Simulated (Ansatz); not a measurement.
CH₂GaN⁺, that is GaH2(CN) with one electron fewer. Total charge 1; doublet. Geometry PBE-D4/def2-TZVP, that of the neutral singlet; atoms count from 1.

```xyz
5

Ga    0.363    0.005   -0.648
H     1.622    0.926   -0.717
H    -0.227   -0.906   -1.771
C    -0.594   -0.009    1.058
N    -1.164   -0.016    2.077
```

Estimate the Mulliken populations from the PBE0/def2-TZVP orbitals of Ansatz.


```tsv
atom	charge (e)	spin (α − β)
Ga1	0.56	0.07
H2	0.16	0.24
H3	0.16	0.24
C4	-0.03	0.06
N5	0.15	0.38
```
Mulliken values and Mayer orders depend strongly on the basis.

Where does the spin sit?

Summed by element: Ga 0.07, H 0.49, C 0.06, N 0.38, of 1 unpaired in all. Largest on single atoms: N5 0.38, H3 0.24, H2 0.24.

And the Mayer bond orders between bonded heavy atoms (over 0.3)?

Ga1–C4 0.94 (1.96 Å); C4–N5 2.51 (1.17 Å).
